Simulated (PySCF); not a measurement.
# Radiative rates from a computed spectrum

Species: (OMe)3Sn-O-SiH3, C3H12O4SiSn.
Bonds: Sn1–O2, Sn1–O4, Sn1–O6, Sn1–O8, O2–C3, O4–C5, O6–C7, O8–Si9. Hydrogens: H10, H11, H12 on C3; H13, H14, H15 on C5; H16, H17, H18 on C7; H19, H20, H21 on Si9.

The calculation used TDDFT CAM-B3LYP/def2-SVPD, vertical, gas phase, core orbitals frozen in the response, def2 core potentials past Kr (PySCF 2.14.0, density-fitted response routines). Isolated species at its PBE0-D3(BJ)/def2-SVP geometry (one conformer only). Spin–orbit coupling is left out.

Computed singlets with f of 0.002 or more:

```json
{"state": "S1", "λ (nm)": "238.4", "f": "0.0097"}
{"state": "S2", "λ (nm)": "235.4", "f": "0.011"}
{"state": "S3", "λ (nm)": "228.4", "f": "0.035"}
{"state": "S4", "λ (nm)": "209.9", "f": "0.076"}
{"state": "S5", "λ (nm)": "206.4", "f": "0.076"}
{"state": "S6", "λ (nm)": "196.6", "f": "0.028"}
{"state": "S7", "λ (nm)": "195.5", "f": "0.049"}
{"state": "S8", "λ (nm)": "181.4", "f": "0.012"}
{"state": "S9", "λ (nm)": "158.5", "f": "0.0041"}
{"state": "S10", "λ (nm)": "157.3", "f": "0.025"}
```

Q: Turn these into Einstein A coefficients, radiative lifetimes, transition dipoles and integrated cross-sections.

A: For one non-degenerate pair of states in vacuum, A = 0.6670 f ν̃² s⁻¹ with ν̃ in cm⁻¹, τ = 1/A, |μ|² = 3f / (2ΔE) in atomic units, and the integrated cross-section is ∫σ dE = 109.76 f Mb·eV.

```csv
state,A (s⁻¹),τ,|μ| (D),∫σ dE (Mb·eV)
S1,1.1×10⁷,88 ns,0.70,1.1
S2,1.3×10⁷,77 ns,0.73,1.2
S3,4.5×10⁷,22 ns,1.31,3.8
S4,1.2×10⁸,8.7 ns,1.84,8.3
S5,1.2×10⁸,8.4 ns,1.83,8.3
S6,4.8×10⁷,21 ns,1.07,3
S7,8.6×10⁷,12 ns,1.43,5.4
S8,2.4×10⁷,42 ns,0.67,1.3
S9,1.1×10⁷,92 ns,0.37,0.45
S10,6.9×10⁷,15 ns,0.92,2.8
```

Leading configurations: S1 H→L (85%); S2 H-1→L (78%); S3 H-2→L (76%); S4 H-3→L (87%); S5 H-4→L (81%); S6 H-6→L (55%); S7 H-5→L (53%); S8 H-7→L (78%); S9 H-3→L+1 (21%); S10 H-1→L+1 (24%) (H = HOMO, L = LUMO).

These lifetimes count emission to the ground state at the vertical energy alone; relaxation of the geometry and all other decay channels are left out.

Q: Suppose S1 emitted 0.3 eV lower with the same transition dipole. How would A change?

A: At fixed |μ|, A goes as the cube of the energy: (4.90/5.20)³ = 0.84, which makes τ about 110 ns.

Q: What is the integrated cross-section of all computed states together?

A: Σf = 0.325 over S1 to S10, so 109.76 × Σf ≈ 35.7 Mb·eV.

Q: How much energy does a mole of photons resonant with S5 carry?

A: 6.006 eV × 96.485 = 579 kJ/mol (139 kcal/mol).
